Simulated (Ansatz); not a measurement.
```xyz
9

Al   -0.184    2.154    1.919
Al    0.123    0.160    0.302
O    -0.730   -0.212   -1.166
Si    0.023   -1.617   -1.589
Se    1.494   -1.728    0.183
H     0.901    2.425    3.045
H    -1.449    3.106    1.807
H     0.728   -1.514   -2.890
H    -0.906   -2.774   -1.612
```

The species carries charge 0 and has multiplicity 1.

Problem. List the PBE/def2-TZVPP orbital energies in eV (Ansatz 0.2.0). (Best estimate.)

Solution. Ansatz gave: Occupied: -12301.77, -1780.49, -1561.76, -1507.29, -1507.25, -1402.52, -1402.51, -1402.49, -510.00, -204.74, -150.01, -149.97, -149.89, -138.09, -107.54, -107.47, -94.88, -94.82, -94.78, -69.68, -69.53, -69.42, -69.40, -69.39, -69.34, -53.12, -53.11, -53.05, -53.01, -53.00, -24.11, -16.87, -12.72, -10.68, -10.07, -9.65, -9.48, -8.07, -7.66, -7.48, -6.97, -6.37, -6.04. Lowest empty: -3.64, -1.65, -1.27, -1.10, -0.41, 0.08, 0.32, 0.61.
